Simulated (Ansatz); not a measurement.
One change: `CS(=O)(=O)Cc1ccccc1` becomes `CCSCc1ccccc1`.

Ansatz, PBE0-D4/def2-TZVP geometries, multiplicity 1. Each molecule was computed in one conformer, which needn't be the lowest.

```csv
property,`CS(=O)(=O)Cc1ccccc1`
LUMO energy (B3LYP/def2-TZVPP) / eV,-0.98
HOMO–LUMO gap (PBE/def2-TZVPP) / eV,4.70
HOMO energy (PBE0/def2-TZVPP) / eV,-7.42
HOMO energy (ωB97M-V/def2-TZVPP) / eV,-9.50
size of the dipole moment (B3LYP/def2-TZVPP) / D,4.57
HOMO energy (B3LYP/def2-TZVPP) / eV,-7.21
```

(1) Give the same properties after the change, and the shifts. (An estimate is asked.)

## Answers

(1) The calculation gave: 
| property | `CCSCc1ccccc1` | shift |
| --- | --- | --- |
| LUMO energy (B3LYP/def2-TZVPP) / eV | -0.65 | 0.33 |
| HOMO–LUMO gap (PBE/def2-TZVPP) / eV | 3.70 | -1.00 |
| HOMO energy (PBE0/def2-TZVPP) / eV | -6.24 | 1.18 |
| HOMO energy (ωB97M-V/def2-TZVPP) / eV | -8.44 | 1.06 |
| size of the dipole moment (B3LYP/def2-TZVPP) / D | 1.44 | -3.13 |
| HOMO energy (B3LYP/def2-TZVPP) / eV | -6.02 | 1.19 |

With PBE0 the HOMO rises by 1.18 eV and the LUMO rises by 0.32 eV, so the gap narrows by about 0.86 eV. PBE moves the HOMO by 1.30 eV and ωB97M-V by 1.06 eV. Dipoles are sizes alone; their direction can turn.

B3LYP here is the variant with VWN-RPA as its local correlation; programs differ in this.
